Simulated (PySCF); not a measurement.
Isomers of C5H5O3 (doublet state), one GFN2-xTB conformer each. Single-point energies are computed at B3LYP/pcH-1 (PySCF, gas phase, no added dispersion term), electronic only. GFN2-xTB treats the open shell by occupation alone, and not every SCF solution was tested for stability.

Question: Rank them by B3LYP/pcH-1 energy, lowest first (kcal/mol).
A. `[O:1]=[C:2]([OH:3])[C@@H:4]1[CH:5][CH:6]=[CH:7][O:8]1` (doublet state) with O1–C2–O3–H -1°, O1–C2–C4–C5 89°
B. `[O:1]=[C:2]([OH:3])[C:4]1[CH2:5][CH:6]=[CH:7][O:8]1` (doublet state) with O1–C2–O3–H 0°, O1–C2–C4–C5 0°
C. `[O:1]=[C:2]([OH:3])[C@H:4]1[CH:5][O:6][CH:7]=[CH:8]1` (doublet state) with O1–C2–O3–H 0°, O1–C2–C4–C5 87°

Answer: B (0.0), A (2.3), C (14.9).

Neighbours under 5.0 kcal/mol apart (O=C(O)[C]1CC=CO1 and O=C(O)[C@@H]1[CH]C=CO1) can change places with a better method, another conformer or zero-point energy. GFN2-xTB itself gives, in the same order: 0.0, 6.9, 15.1. Both levels put the same isomer lowest; measured from each level's own lowest isomer, the values differ by up to 4.6 kcal/mol (O=C(O)[C@@H]1[CH]C=CO1: 6.9 against 2.3).

As an exercise, what shares would exp(−E/RT) give at 500 K from these electronic energies alone (no entropy, no degeneracies)?

RT = 0.994 kcal/mol: O=C(O)[C]1CC=CO1 90.6 %, O=C(O)[C@@H]1[CH]C=CO1 9.4 %, O=C(O)[C@H]1[CH]OC=C1 under 0.1 %.
